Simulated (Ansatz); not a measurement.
Ansatz (a program for electronic structure) input (CCSD(T)/aug-cc-pVDZ):

Ansatz 0.2 input:
```yaml
crystal:
  periodic: [false, false, false]
  atoms:
    - {symbol: B, position_ang: [-0.23786288, 0.00343873, 0.81000921]}
    - {symbol: B, position_ang: [0.20188960, -0.00291868, -0.68750716]}
    - {symbol: H, position_ang: [-0.56932867, 0.00823067, 1.93877017]}
    - {symbol: H, position_ang: [0.33858303, 1.02002683, -1.29056935]}
    - {symbol: H, position_ang: [0.41061205, -1.03085779, -1.26071108]}
basis:
  gaussian:
    orbitals: aug-cc-pVDZ
magnetization: {spin_polarized: true, initial_magnetization: 1}
correlation: {method: ccsd_t, electrons: outside_noble_gas}
output: {forces: true}
```

End of the output:

```
mean field evaluation 32: about -1381.5453 eV, gradient 1.1e1 eV
mean field evaluation 64: about -1383.0671 eV, gradient 1.4e-1 eV
mean field -1388.38795817 eV, -51.0223163795 hartree, gradient 2.0e-6 eV, S^2 0.757729; 1 other end points of the search recorded, 0 dependent functions left out
determinant -1388.38795817 eV, -51.0223163795 hartree, with singles and doubles -1393.44666741 eV, -51.2082205154 hartree
determinant -1386.74465473 eV, -50.9619260921 hartree, with singles and doubles -1391.65521052 eV, -51.1423856888 hartree
2 core orbitals not correlated
reference -1388.38795817 eV, -51.0223163795 hartree; 5, 4 occupied and 66, 67 virtual orbitals, 709 factors
densities: 0.46 GiB planned
second order -4.08665355 eV of doubles, -0.00000000 eV of singles
coupled cluster: 0.33 GiB planned
cycle   1  -5.02805418 eV  change   -1.9e-1 eV  update   1.9e-2
cycle   2  -5.03595980 eV  change   -7.9e-3 eV  update   6.1e-3
cycle   3  -5.03937751 eV  change   -3.4e-3 eV  update   2.5e-3
cycle   4  -5.04055366 eV  change   -1.2e-3 eV  update   1.1e-3
cycle   5  -5.04079980 eV  change   -2.5e-4 eV  update   4.8e-4
cycle   6  -5.04095697 eV  change   -1.6e-4 eV  update   1.6e-4
cycle   7  -5.04100726 eV  change   -5.0e-5 eV  update   4.7e-5
cycle   8  -5.04101110 eV  change   -3.8e-6 eV  update   1.4e-5
cycle   9  -5.04100885 eV  change    2.2e-6 eV  update   4.9e-6
cycle  10  -5.04100834 eV  change    5.1e-7 eV  update   1.8e-6
cycle  11  -5.04100829 eV  change    4.4e-8 eV  update   6.3e-7
perturbative correction -0.13578580 eV, -0.0049900362 hartree
the calculation of the forces begins
Total energy: -1393.56475226 eV, -51.2125600535 hartree
Atom 0 at    -0.237863     0.003439     0.810009 Å, force    -0.171009     0.002472     0.582348 eV/Å
Atom 1 at     0.201890    -0.002919    -0.687507 Å, force     0.205047    -0.002964    -0.698260 eV/Å
Atom 2 at    -0.569329     0.008231     1.938770 Å, force    -0.134008     0.001937     0.456346 eV/Å
Atom 3 at     0.338583     1.020027    -1.290569 Å, force     0.037603     0.351842    -0.175350 eV/Å
Atom 4 at     0.410612    -1.030858    -1.260711 Å, force     0.062367    -0.353288    -0.165084 eV/Å
Dipole moment:    -0.085083     0.001230     0.289739 e Å
```

It need not be the lowest isomer of its formula.
